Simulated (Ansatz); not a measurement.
`CC(C)(C)N[Si](F)(F)F` and `C[O][GeH]([CH3])[NH]C(C)(C)C` differ in one atom or group.

Ansatz, PBE0-D4/def2-TZVP geometries, multiplicity 1. Each molecule was computed in one conformer, which needn't be the lowest.

Scalar relativity is left out up to krypton.

```json
{"property": "HOMO–LUMO gap (PBE0/def2-TZVPP) / eV", "`CC(C)(C)N[Si](F)(F)F`": "8.20"}
{"property": "HOMO energy (ωB97M-V/def2-TZVPP) / eV", "`CC(C)(C)N[Si](F)(F)F`": "-10.03"}
{"property": "HOMO energy (PBE0/def2-TZVPP) / eV", "`CC(C)(C)N[Si](F)(F)F`": "-7.66"}
{"property": "HOMO energy (B3LYP/def2-TZVPP) / eV", "`CC(C)(C)N[Si](F)(F)F`": "-7.43"}
{"property": "size of the dipole moment (B3LYP/def2-TZVPP) / D", "`CC(C)(C)N[Si](F)(F)F`": "3.19"}
{"property": "HOMO–LUMO gap (B3LYP/def2-TZVPP) / eV", "`CC(C)(C)N[Si](F)(F)F`": "7.63"}
```

(1) Give the same properties after the change, and the shifts. (Best estimate.)

## Answers

(1) The calculation gave: 
```json
{"property": "HOMO–LUMO gap (PBE0/def2-TZVPP) / eV", "`C[O][GeH]([CH3])[NH]C(C)(C)C`": "7.60", "shift": "-0.60"}
{"property": "HOMO energy (ωB97M-V/def2-TZVPP) / eV", "`C[O][GeH]([CH3])[NH]C(C)(C)C`": "-9.03", "shift": "1.00"}
{"property": "HOMO energy (PBE0/def2-TZVPP) / eV", "`C[O][GeH]([CH3])[NH]C(C)(C)C`": "-6.67", "shift": "0.99"}
{"property": "HOMO energy (B3LYP/def2-TZVPP) / eV", "`C[O][GeH]([CH3])[NH]C(C)(C)C`": "-6.44", "shift": "0.99"}
{"property": "size of the dipole moment (B3LYP/def2-TZVPP) / D", "`C[O][GeH]([CH3])[NH]C(C)(C)C`": "0.84", "shift": "-2.35"}
{"property": "HOMO–LUMO gap (B3LYP/def2-TZVPP) / eV", "`C[O][GeH]([CH3])[NH]C(C)(C)C`": "7.05", "shift": "-0.58"}
```

With PBE0 the HOMO rises by 0.99 eV and the LUMO rises by 0.40 eV, so the gap narrows by about 0.59 eV. PBE moves the HOMO by 0.91 eV and ωB97M-V by 1.00 eV. Dipoles are sizes alone; their direction can turn.

B3LYP here is the variant with VWN-RPA as its local correlation; programs differ in this.
